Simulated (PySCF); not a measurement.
C3H4O2Si, SMILES C#C[SiH2]C(O)=O. Atoms are numbered in the order given.

```xyz
10

C     -0.6459    -2.8829     0.0000
C     -0.0002    -1.8518     0.0000
Si     0.9649    -0.2998     0.0000
C     -0.1570     1.2659     0.0000
O      0.3260     2.3689     0.0000
O     -1.4742     1.0445     0.0000
H     -1.2199    -3.7929     0.0000
H      1.8107    -0.2109     1.2211
H      1.8107    -0.2109    -1.2211
H     -1.9058     1.9176     0.0000
```
Charge 0, spin multiplicity 1.

The structure is a stationary point at PBE0-D3(BJ)/def2-SVP. The structure was generated by enumeration, and PubChem lists no compound with its InChIKey, so it may never have been made. One conformer was computed; it need not be the lowest.

Calculation: PySCF with PBE/def2-TZVP.

The molecule is in vacuum.

```
Quantity                                                                                                        Value
---------------------------------------------------------------------------------------------  ----------------------
total energy                                                                                       -556.27850 hartree
point group                                                                                                        Cs
highest occupied level                                                                                       -6.44 eV
lowest empty level                                                                                           -1.96 eV
orbital gap                                                                                                   4.48 eV
dipole moment                                                                                                  1.93 D
quadrupole, principal values (traceless, Buckingham form, about the centre of nuclear charge)  -2.82, -2.37, 5.19 D·Å
mean static polarisability                                                                      68.4 bohr³ (10.13 Å³)
polarisability, principal values                                                               46.2, 64.7, 94.2 bohr³
```
